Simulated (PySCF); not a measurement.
Level of theory: ωB97X-D3(BJ)/def2-TZVP // B3LYP-D3(BJ)/def2-TZVP run with PySCF 2.14.0. All species are isolated molecules in the gas phase. One relaxed conformer stands for a flexible species; it need not be the lowest. Excitations are Tamm–Dancoff values on a coarser integration grid. The basis has no diffuse functions, so Rydberg states are missing or too high.

Reference species (SMILES): `O1[SiH2]O[SiH2][SiH2]1` (neutral, multiplicity 1).

The S1–T1 gap (TDA) is 0.67 eV. The HOMO–LUMO gap is 11.53 eV.

Changed species: `O[SiH](O)[SiH]=[SiH2]`.

Predict the effect on the S1–T1 gap (TDA) and HOMO–LUMO gap.

the S1–T1 gap (TDA) increases by 1.69 eV, to 2.36 eV; the HOMO–LUMO gap decreases by 3.79 eV, to 7.74 eV.
